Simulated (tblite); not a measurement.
Compound: C₆H₁₃NO₂Si.
SMILES with atom numbers: `[CH3:1][CH2:2][C@@:3]1(/[CH:4]=[N:5]/[CH3:6])[CH2:7][O:8][SiH2:9][O:10]1` (hydrogens: H11, H12, H13 on C1; H14, H15 on C2; H16 on C4; H17, H18, H19 on C6; H20, H21 on C7; H22, H23 on Si9)

Cartesian coordinates in Å at the GFN2-xTB level; atoms count from 1:
```
atom  x, y, z in Å
C1    -1.7666   -1.7428    0.1860
C2    -1.1601   -0.8579   -0.8963
C3    -0.3733    0.3190   -0.3023
C4     0.7045   -0.1852    0.6169
N5     1.7286   -0.7590    0.1773
C6     2.7348   -1.2312    1.0750
C7     0.2436    1.2020   -1.4195
O8     0.1449    2.5381   -1.0268
Si9   -0.9394    2.7362    0.1853
O10   -1.2440    1.1490    0.4315
H11   -2.3798   -1.1417    0.8527
H12   -0.9844   -2.2232    0.7691
H13   -2.3877   -2.5143   -0.2628
H14   -1.9571   -0.4490   -1.5209
H15   -0.4767   -1.4338   -1.5219
H16    0.5152   -0.0041    1.6846
H17    2.8602   -2.3018    0.9091
H18    2.5033   -1.0472    2.1329
H19    3.6759   -0.7440    0.8176
H20    1.2928    0.9424   -1.5738
H21   -0.3069    1.0636   -2.3562
H22   -0.2540    3.3578    1.3067
H23   -2.1786    3.3542   -0.2540
```

Calculated harmonic vibrations of the isolated species, GFN2-xTB (tblite), most abundant isotopes, no scaling. This tight-binding method is rough: wavenumbers can miss measured ones by several per cent, in bad cases by 10 to 20. Modes of hydrogen on silicon can be 10 to 20 % off. One conformer, not necessarily the lowest.

Harmonic wavenumbers (cm⁻¹): 42.4, 61.5, 87.9, 115.8, 147.7, 174.1, 195.0, 210.7, 248.3, 328.6, 353.9, 364.2, 441.7, 479.0, 491.0, 552.2, 615.1, 636.5, 691.3, 793.0, 806.4, 824.2, 840.4, 890.9, 894.2, 958.0, 1017.9, 1032.0, 1047.4, 1070.8, 1082.2, 1110.3, 1120.8, 1132.2, 1158.2, 1172.0, 1217.2, 1259.7, 1300.5, 1313.9, 1332.0, 1389.4, 1404.8, 1457.7, 1461.4, 1471.5, 1479.5, 1494.7, 1502.0, 1758.6, 2329.4, 2365.2, 2838.9, 2888.8, 2918.5, 2974.0, 2975.9, 2987.6, 2992.2, 3003.4, 3036.3, 3039.6, 3047.0.

A = 1542, B = 889.3, C = 696.9 MHz; mass 159.072 u (most abundant isotopes); point group C1, symmetry number 1.

Question: Zero-point energy?

Answer: Half the sum of the wavenumbers: 40214 cm⁻¹ = 114.98 kcal/mol.

Question: Give the ideal-gas entropy at 200 K and 1 bar in the rigid-rotor, harmonic-oscillator model (classical rotation).

Answer: Translation 39.14, rotation 29.01, vibration 24.41: S = 92.6 cal/(mol K).

Question: And Cp and H(200 K) − H(0)?

Answer: Cp = 33.84 cal/(mol K), of which vibrations give 25.89 (their classical limit is 63 R = 125.2); H(200 K) − H(0) = 4.25 kcal/mol without the zero-point energy, 2.66 from vibrations.

Question: Which modes carry the vibrational entropy at 200 K?

Answer: 42.4 cm⁻¹: 4.35; 61.5 cm⁻¹: 3.62; 87.9 cm⁻¹: 2.93; 115.8 cm⁻¹: 2.41; 147.7 cm⁻¹: 1.96; 174.1 cm⁻¹: 1.66 cal/(mol K); the other 57 give 7.47 together.

Question: What must be added to the electronic energy to get the Gibbs energy at 200 K and 1 bar?

Answer: ZPE + [H(200 K) − H(0)] − T·S = 114.98 + 4.25 − 18.51 = 100.72 kcal/mol.

Question: Blend soft modes into free rotors: weight 1/[1 + (100 cm⁻¹/ν̃)⁴] for the oscillator and the rest for a rotor with moment μB/(μ + B), μ = h/(8π²ν), B = 10⁻⁴⁴ kg m². What vibrational entropy results?

Answer: 22.66 cal/(mol K) in place of 24.41, which changes −T·S at 200 K by +0.35 kcal/mol.

Hindered rotation and anharmonicity are outside this model. Other conformers, if any are populated, would add a mixing term that is left out. The structure is chiral; the term R ln 2 for an equal mix with its mirror image is left out.
